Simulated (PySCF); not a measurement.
# Exercise with solution: entropy of an ideal gas

CF2, SMILES F[C]F (connectivity only; charge and spin as stated), neutral, multiplicity 1.

Coordinates come from a B3LYP-D3(BJ)/def2-TZVP optimisation. The isomer is the one that the SMILES or the coordinates give; other isomers of the formula were not compared.

B3LYP-D3(BJ)/def2-TZVP run with PySCF gives the harmonic wavenumbers 670, 1110, 1227 cm⁻¹ and the rotational temperatures 4.1960, 0.5989, 0.5241 K. The molar mass is 50.01 g/mol, the symmetry number 2, the spin multiplicity 1.

Q: Work out the entropy at 298.15 K and 1 atm in the rigid-rotor, harmonic-oscillator model.

A: 
Translation (Sackur–Tetrode at 1 atm): S = R[1.5 ln M + 2.5 ln T − 1.16487] = 157.5 J/(mol K).
Rotation: q = (√π/σ) T^1.5/√(θA θB θC) = 3980, S = R[ln q + 3/2] = 81.4 J/(mol K).
Vibration: with u = 1.4388 ν/T, each mode gives R[u/(e^u − 1) − ln(1 − e^−u)]:
```json
[
 {"ν (cm⁻¹)": "670", "modes": "1", "u": "3.23", "S (J/(mol K))": "1.44"},
 {"ν (cm⁻¹)": "1110", "modes": "1", "u": "5.36", "S (J/(mol K))": "0.25"},
 {"ν (cm⁻¹)": "1227", "modes": "1", "u": "5.92", "S (J/(mol K))": "0.15"}
]
```
These are all the modes. Sum 1.8 J/(mol K).
Spin: R ln 1 = 0.0 J/(mol K).
Total 240.8 J/(mol K); the program's own thermochemistry gives 240.8. Translation makes up 65 % and vibration 1 %. Anharmonicity, hindered rotation and orbital degeneracy are left out.
